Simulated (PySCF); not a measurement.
C2H10N2Si, SMILES CN(C)[SiH2]N at its GFN2-xTB optimised geometry (Å):

```
15

Si    -0.9943    -0.2206     0.0000
N     -1.4301     1.4491     0.0000
N      0.7250    -0.2206     0.0000
C      1.4649    -1.4141    -0.3113
C      1.4769     0.6787     0.8381
H     -1.6740    -0.7555     1.1900
H     -1.3548    -1.0099    -1.1864
H     -2.4091     1.6677     0.0784
H     -1.0078     2.0422    -0.6972
H      2.4091    -1.1506    -0.7985
H      0.8873    -2.0422    -0.9841
H      1.7007    -1.9966     0.5894
H      2.3897     0.9941     0.3217
H      1.7702     0.2025     1.7826
H      0.8745     1.5536     1.0622
```

Calculation: PySCF 2.14.0 with B3LYP/def2-TZVP. Cells within 0.4 Å of a nucleus heavier than hydrogen are left out (blank, or x).

Map of the log10 of the electron density (e/bohr³), floored at −4 on the plane z = 0.0 Å:

```
|0000000000000000000000000000000|
|0000000000000000000000000000000|
|0000000000000000000000000000000|
|0000000001111100000000000000000|
|0000001122222211000000000000000|
|0000112333444322111000000000000|
|0001233445555443222211111000000|
|0001345566666543333332222110000|
|0012356777887654334444433321000|
|0012457888x98754444455554432100|
|001245788xxx8764445556665432100|
|0012456789xx8765555667776543100|
|0002345678888765566677776543100|
|0001234567887766777777776543100|
|0001234566788777888876665432100|
|00001234568xx9789xx876554432100|
|00001234568xx9789xx876554332100|
|000012355679x8788x9877655432100|
|0000123456677667788887765432100|
|00001234556666566788x8766532100|
|00000123455555555678x8765432100|
|0000012334444444567888765432100|
|0000001223333334566787765321000|
|0000000112222223456666654321000|
|0000000001111122345555543210000|
|0000000000000012234444332100000|
|0000000000000001122333221000000|
|0000000000000000011111100000000|
|0000000000000000000000000000000|
|0000000000000000000000000000000|
|0000000000000000000000000000000|
```
Scale: ten equal steps from -4.00 (start of '0') to -0.057 (end of '9'), in the order '0123456789'; x runs from -4.50 to 4.50, y from -4.50 (bottom) to 4.50 (top).
